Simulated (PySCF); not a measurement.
**Excitation energy of Cr(2+) by level of theory**

Cr(2+) [Ar] 3d4 (5D) → Cr(2+) [Ar] 3d3 4p1 (high-spin determinant), as a difference of total energies. Calculation: PySCF 2.14, in aug-cc-pwCVTZ-DK with one added diffuse shell each of s, p, d, f, g type (11s10p8d5f4g, 152 functions); the spin-free X2C one-electron Hamiltonian (Gaussian nucleus). Correlated levels: valence: [Ar] frozen; valence and next inner shell: [Ne] frozen; nothing frozen. The calculations carry no spin-orbit coupling.

```
                                method  excitation energy (cm⁻¹)
                                   UHF                     88982
                                   LDA                     95959
                                   PBE                     93114
                                  PBE0                     93688
                                r2SCAN                     92051
                         MP2 (valence)                     92895
                     SCS-MP2 (valence)                     90286
    MP2 (valence and next inner shell)                     96540
SCS-MP2 (valence and next inner shell)                     93843
                   MP2 (all electrons)                     96789
               SCS-MP2 (all electrons)                     94007
```

A first-order spin-orbit estimate (lowest level to lowest level, LS coupling) adds -0.054 eV.

The determinant of the upper state mixes LS terms, which raises its energy above the lowest term, most at the Hartree-Fock and MP2 levels.
